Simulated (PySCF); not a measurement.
Excitation energy of Ag by level of theory

Ag [Kr] 4d10 5s1 (2S) → Ag [Kr] 4d9 5s1 5p1 (high-spin determinant), as a difference of total energies. Calculation: PySCF 2.14, in aug-cc-pVTZ-PP with ECP28MDF; scalar relativity through the core potential. Correlated levels: valence: 4s2 4p6 frozen. The calculations carry no spin-orbit coupling.

| method | excitation energy (eV) |
| --- | --- |
| UHF | 5.658 |
| LDA | 7.625 |
| PBE | 7.329 |
| PBE0 | 7.105 |
| r2SCAN | 7.021 |
| PW91 | 7.338 |
| r2SCANh | 6.971 |
| BLYP | 7.397 |
| LC-wPBE | 6.833 |
| MP2 (valence) | 7.560 |
| SCS-MP2 (valence) | 7.489 |

How much does correlation contribute at MP2 (valence)?

7.560 − (5.658) = 1.902 eV, measured against UHF.

The determinant of the upper state mixes LS terms, which raises its energy above the lowest term, most at the Hartree-Fock and MP2 levels.
